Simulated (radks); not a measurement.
Se2+, configuration [Ar] 3d10 4s2 4p1 6d1 (not the ground configuration). Calculated with a radial shooting solver on a logarithmic mesh with Libxc functionals: Dirac Kohn-Sham, PBEsol, spin-unpolarised, spherical densities, point nucleus; open shells are shared between the two j in proportion to 2j + 1.

Normalised radial functions P(r) = r R(r) (large component), r in bohr:

```
   r/bohr * 3d5/2 (the largest magnitude, 1.25, reaches the edge; | marks zero)
 0.007168 *
 0.008412 *
 0.009872 *
  0.01158 *
  0.01359 *
  0.01583 *
  0.01857 *
  0.02179 *
  0.02558 *
  0.03001 |*
  0.03522 |*
    0.041 |*
  0.04812 | *
  0.05647 |  *
  0.06627 |   *
  0.07776 |     *
  0.09053 |       *
   0.1062 |          *
   0.1247 |              *
   0.1463 |                  *
   0.1717 |                        *
   0.2015 |                              *
   0.2346 |                                     *
   0.2752 |                                           *
    0.323 |                                                 *
   0.3791 |                                                    *
   0.4448 |                                                      *
    0.522 |                                                     *
   0.6077 |                                                  *
   0.7131 |                                            *
   0.8369 |                                     *
   0.9821 |                             *
    1.152 |                     *
    1.342 |               *
    1.574 |         *
    1.848 |     *
    2.168 |  *
    2.544 |*
    2.986 *
    3.476 *
    4.079 *
    4.787 *
    5.618 *
    6.592 *
    7.736 *
    9.006 *
    10.57 *
     12.4 *
    14.55 *
    17.08 *
    20.04 *
    23.33 *
    27.38 *
    32.13 *
```

3d5/2: eigenvalue -85.740 eV, 0 radial nodes, <r> = 0.628 bohr, 90 % of the charge inside 1.04 bohr.
